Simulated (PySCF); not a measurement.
Species: C3H4O4.
Atom-mapped SMILES: `[O:1]=[CH:2][O:3][CH2:4][C:5](=[O:6])[OH:7]` (hydrogens: H8 on C2; H9, H10 on C4; H11 on O7)

Geometry (PBE0-D3(BJ)/def2-SVP, Å), atoms numbered from 1 in this order:
```xyz
11
C3H4O4 angstrom
O     -1.728    1.027    0.769
C     -1.674    0.897   -0.417
O     -0.923   -0.005   -1.060
C     -0.087   -0.787   -0.246
C      1.131   -0.004    0.196
O      1.379    1.124   -0.119
O      1.905   -0.756    0.983
H     -2.247    1.488   -1.160
H     -0.614   -1.152    0.649
H      0.236   -1.650   -0.844
H      2.666   -0.210    1.235
```

Theory: core-valence-separated Tamm–Dancoff BHandHLYP/aug-pcX-1 (pcseg-1 on H) in PySCF, non-relativistic, gas phase, PBE0-D3(BJ)/def2-SVP geometry. BHandHLYP without relativity tends to put these K edges a few eV too low, so spacings mean more than positions.

Problem. Give energies, oscillator strengths and core holes at the O K edge.

Solution. 
```csv
E (eV),f,core hole on,main final orbital,polarisation
529.42,0.0468,O1,LUMO+2 (36 %),normal to the local trigonal plane
529.59,0.0457,O6,LUMO+2 (33 %),normal to the local trigonal plane
533.16,0.0205,O3,LUMO+2 (34 %),–
533.40,0.0195,O7,LUMO+2 (33 %),–
533.42,0.0034,O6,LUMO (77 %),in the local trigonal plane
533.46,0.0239,O7,LUMO (52 %),–
533.98,0.0006,O1,LUMO (31 %),–
534.28,0.0018,O6,LUMO+2 (47 %),in the local trigonal plane
534.40,0.0009,O1,LUMO+2 (48 %),–
534.42,0.0033,O6,LUMO+1 (58 %),in the local trigonal plane
534.53,0.0007,O1,LUMO+3 (35 %),–
534.80,0.0021,O1,LUMO+1 (34 %),in the local trigonal plane
534.95,0.0016,O1,LUMO+5 (31 %),in the local trigonal plane
534.95,0.0015,O6,LUMO+4 (48 %),in the local trigonal plane
535.03,0.0268,O3,spread,–
535.18,0.0014,O6,LUMO+5 (44 %),mixed
535.37,0.0005,O6,spread,–
535.44,0.0037,O3,LUMO (40 %),–
535.44,0.0041,O1,spread,in the local trigonal plane
```

The first line with a tenth or more of the strongest one's intensity is at 529.42 eV (f = 0.047), with the hole on O1 (ester carbonyl oxygen), polarised normal to the local trigonal plane: a 1s→π* resonance. It is also the strongest listed.

Problem. Give energies, oscillator strengths and core holes at the C K edge.

Solution. 
| E (eV) | f | core hole on | main final orbital | polarisation |
| --- | --- | --- | --- | --- |
| 284.97 | 0.0867 | C2 | LUMO+2 (31 %) | normal to the local trigonal plane |
| 285.19 | 0.0887 | C5 | LUMO+2 (35 %) | normal to the local trigonal plane |
| 287.20 | 0.0171 | C4 | LUMO+2 (45 %) | – |
| 287.54 | 0.0343 | C4 | spread | – |
| 288.10 | 0.0182 | C4 | LUMO (39 %) | – |
| 288.43 | 0.0034 | C4 | spread | – |
| 288.81 | 0.0309 | C4 | LUMO+5 (49 %) | – |
| 289.13 | 0.0143 | C4 | LUMO (32 %) | – |
| 289.67 | 0.0089 | C4 | spread | – |
| 289.67 | 0.0209 | C2 | LUMO+4 (31 %) | in the local trigonal plane |
| 289.99 | 0.0022 | C5 | LUMO (86 %) | in the local trigonal plane |
| 290.04 | 0.0054 | C4 | spread | – |
| 290.62 | 0.0014 | C2 | spread | mixed |
| 290.69 | 0.0068 | C4 | LUMO+6 (39 %) | – |
| 290.73 | 0.0068 | C4 | LUMO+9 (32 %) | – |

The first line with a tenth or more of the strongest one's intensity is at 284.97 eV (f = 0.087), with the hole on C2 (ester carbonyl carbon), polarised normal to the local trigonal plane: a 1s→π* resonance. The strongest listed is at 285.19 eV (f = 0.089; C5, 1s→π*).

Roots within 0.03 eV whose holes lie on the same, on equivalent or on shared atoms are summed into one line, and the highest roots are left out, as the search may have cut off their partners. Final orbitals are the ground state's empty Kohn–Sham orbitals. A dash: too weak, shared between unlike atoms, or no plane or axis to refer to.

Problem. What length of transition dipole belongs to the line at 533.40 eV?

Solution. From f = (2/3) ΔE |μ|² in atomic units, with ΔE = 19.602 Eh and f = 0.0195: |μ| = 0.039 au = 0.10 D.

Only the lowest roots of each edge were sought.

On one thread, Arm Neoverse V1 (aarch64), on a shared host, this took 19 s and 0.86 GiB of memory at its peak.

One conformer stands for the species.
